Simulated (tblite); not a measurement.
C4H5N2O (doublet state).
Numbering: `[OH:1][CH:2][c:3]1[cH:4][n:5][nH:6][cH:7]1` (hydrogens: H8 on O1; H9 on C2; H10 on C4; H11 on N6; H12 on C7)
Bond orders are those of one Lewis drawing.

Computed with GFN2-xTB (tblite), gas phase: L-BFGS steps from a force-field or distance-geometry start until the largest atomic force falls under 0.01 eV/Å.

Step 0: E = -569.8956 eV
```
atom  x, y, z in Å  |  force x, y, z in eV/Å
O1      2.5159    0.0767    0.4605   -0.187   0.132   0.022
C2      1.5254   -0.7082   -0.0825    0.413   0.286   0.268
C3      0.1951   -0.2955   -0.1023    0.745  -0.724  -0.359
C4     -0.9162   -0.9970   -0.6324   -1.493  -0.681  -0.348
N5     -2.0630   -0.3307   -0.4973    1.774   0.016   0.155
N6     -1.6971    0.8161    0.0878    0.076   0.149   0.129
C7     -0.3509    0.8917    0.3478   -1.378   0.875   0.218
H8      2.1703    0.9289    0.7998    0.048  -0.694  -0.320
H9      1.9047   -1.6596   -0.4473   -0.284   0.413   0.124
H10    -0.9366   -1.9863   -1.0781    0.113   0.405   0.169
H11    -2.4116    1.5054    0.2879    0.245  -0.077   0.013
H12     0.0651    1.7580    0.8302   -0.073  -0.100  -0.070
```

Step 1: E = -569.9649 eV
```
atom  x, y, z in Å  |  force x, y, z in eV/Å
O1      2.5132    0.0786    0.4608    0.250  -0.143  -0.031
C2      1.5313   -0.7041   -0.0787    0.110   0.166   0.149
C3      0.2057   -0.3059   -0.1074   -0.454   0.165  -0.114
C4     -0.9375   -1.0068   -0.6374    0.684  -0.253   0.142
N5     -2.0376   -0.3305   -0.4951   -0.225   0.336   0.028
N6     -1.6960    0.8182    0.0897   -0.136   0.086   0.047
C7     -0.3705    0.9042    0.3510    0.095  -0.360  -0.117
H8      2.1710    0.9190    0.7952   -0.136  -0.227  -0.133
H9      1.9006   -1.6537   -0.4456   -0.168   0.278   0.082
H10    -0.9350   -1.9806   -1.0757   -0.029  -0.098  -0.075
H11    -2.4081    1.5043    0.2881    0.066  -0.022   0.007
H12     0.0641    1.7565    0.8292   -0.056   0.072   0.015
```

Step 2: E = -569.9753 eV
```
atom  x, y, z in Å  |  force x, y, z in eV/Å
O1      2.5161    0.0770    0.4604    0.240  -0.094  -0.009
C2      1.5331   -0.7017   -0.0765   -0.113   0.165   0.102
C3      0.2010   -0.3047   -0.1093    0.006   0.036  -0.063
C4     -0.9307   -1.0107   -0.6361    0.092   0.073   0.156
N5     -2.0383   -0.3263   -0.4946    0.072  -0.006  -0.059
N6     -1.6976    0.8194    0.0904    0.063  -0.034   0.016
C7     -0.3710    0.9007    0.3498    0.012  -0.050   0.006
H8      2.1693    0.9154    0.7932   -0.113  -0.180  -0.107
H9      1.8982   -1.6498   -0.4444   -0.139   0.201   0.054
H10    -0.9352   -1.9813   -1.0764   -0.014  -0.147  -0.090
H11    -2.4070    1.5040    0.2882   -0.023   0.066   0.031
H12     0.0633    1.7573    0.8293   -0.084  -0.031  -0.039
```

Problem. Estimate the geometry and energy of step 3. (The exact step hangs on the optimiser's Hessian estimate; all steps are aligned on step 2, rigid shifts and turns removed.)

Solution. E = -569.9810 eV, largest force 0.193 eV/Å
```
atom  x, y, z in Å  |  force x, y, z in eV/Å
O1      2.5218    0.0746    0.4601    0.110  -0.048  -0.009
C2      1.5319   -0.6975   -0.0736   -0.031   0.068   0.059
C3      0.1995   -0.3038   -0.1114    0.174   0.077   0.033
C4     -0.9270   -1.0112   -0.6327   -0.120  -0.068   0.000
N5     -2.0364   -0.3247   -0.4954    0.086  -0.099  -0.063
N6     -1.6970    0.8194    0.0910    0.010  -0.003   0.008
C7     -0.3716    0.8988    0.3495    0.014   0.091   0.060
H8      2.1665    0.9101    0.7902   -0.053  -0.133  -0.074
H9      1.8944   -1.6442   -0.4428   -0.123   0.134   0.028
H10    -0.9355   -1.9842   -1.0783    0.001  -0.009  -0.019
H11    -2.4069    1.5050    0.2888    0.007   0.034   0.020
H12     0.0614    1.7570    0.8285   -0.074  -0.045  -0.044
```

The energy changes by -0.0057 eV. The first-order estimate −F·Δx gives -0.0082 eV and the mean of the old and new forces, exact on a quadratic surface, -0.0057 eV. The step makes an angle of 19° with the force vector and moves no atom by more than 0.007 Å.

What follows is the cost of the whole relaxation. Hardware: an Arm Neoverse V2 with one thread, no GPU, shared host with 96 logical CPUs at a one-minute load of 68. Cost: under 0.1 s of wall time.
